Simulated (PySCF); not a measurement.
**How far are cheaper levels from CCSD(T)/CBS for GeI?**

PySCF; the state is a doublet (π ↑). The composite is CCSD(T) extrapolated to the basis-set limit from two correlation-consistent sets, with core-valence (CV) and scalar-relativistic (SR) terms as its label shows; it has no spin–orbit coupling and nothing beyond (T). Here it is CCSD(T)/CBS(DT). It gives Re = 2.528 Å, ωe = 243 cm⁻¹ and De = 3.00 eV to Ge + I.

```
      level        basis                           relativity  Re (Å)  ωe (cm⁻¹)  De (eV)
        UHF   def2-TZVPP  scalar-relativistic core potentials   2.566        234     1.86
UHF-SCS-MP2   cc-pVDZ-PP  scalar-relativistic core potentials   2.564        240     2.63
UHF-SCS-MP2   def2-TZVPP  scalar-relativistic core potentials   2.521        247     2.97
UHF-SCS-MP2  def2-TZVPPD  scalar-relativistic core potentials   2.521        246     2.99
        LDA  def2-TZVPPD  scalar-relativistic core potentials   2.498        249     3.96
        PBE   cc-pVDZ-PP  scalar-relativistic core potentials   2.568        234     3.31
      M06-L   def2-TZVPP  scalar-relativistic core potentials   2.538        237     3.32
       PBE0   cc-pVTZ-PP  scalar-relativistic core potentials   2.533        242     3.16
        M06   cc-pVDZ-PP  scalar-relativistic core potentials   2.558        239     3.18
  BHandHLYP  def2-TZVPPD  scalar-relativistic core potentials   2.538        240     2.91
```

Question: Give the difference of each row from the composite.

Answer: 

```
      level        basis  ΔRe (pm)  Δωe (%)  ΔDe (eV)
        UHF   def2-TZVPP      +3.8     -3.7     -1.14
UHF-SCS-MP2   cc-pVDZ-PP      +3.6     -1.2     -0.37
UHF-SCS-MP2   def2-TZVPP      -0.7     +1.6     -0.03
UHF-SCS-MP2  def2-TZVPPD      -0.7     +1.2     -0.01
        LDA  def2-TZVPPD      -3.0     +2.5     +0.96
        PBE   cc-pVDZ-PP      +4.0     -3.7     +0.31
      M06-L   def2-TZVPP      +1.0     -2.5     +0.32
       PBE0   cc-pVTZ-PP      +0.5     -0.4     +0.16
        M06   cc-pVDZ-PP      +3.0     -1.6     +0.18
  BHandHLYP  def2-TZVPPD      +1.0     -1.2     -0.09
```

Question: Which rows come closest in De?

Answer: UHF-SCS-MP2 in def2-TZVPPD (-0.01 eV), counted from the composite.

Correlated steps freeze the inner cores (8 to 13 orbitals); shallow outer-core shells are correlated. Correlated levels converge slowly with the basis: in double zeta they bind strong bonds too weakly, by up to about 1 eV, and carry superposition errors of some tenths. Spin–orbit coupling is left out, which matters for elements this heavy, above all for dissociation energies. Counting both spins, an empty level lies below a filled one in some of these solutions, because spin and occupation are held. The state is the lowest determinant that a PBE0 search found; another state may lie lower at other levels.
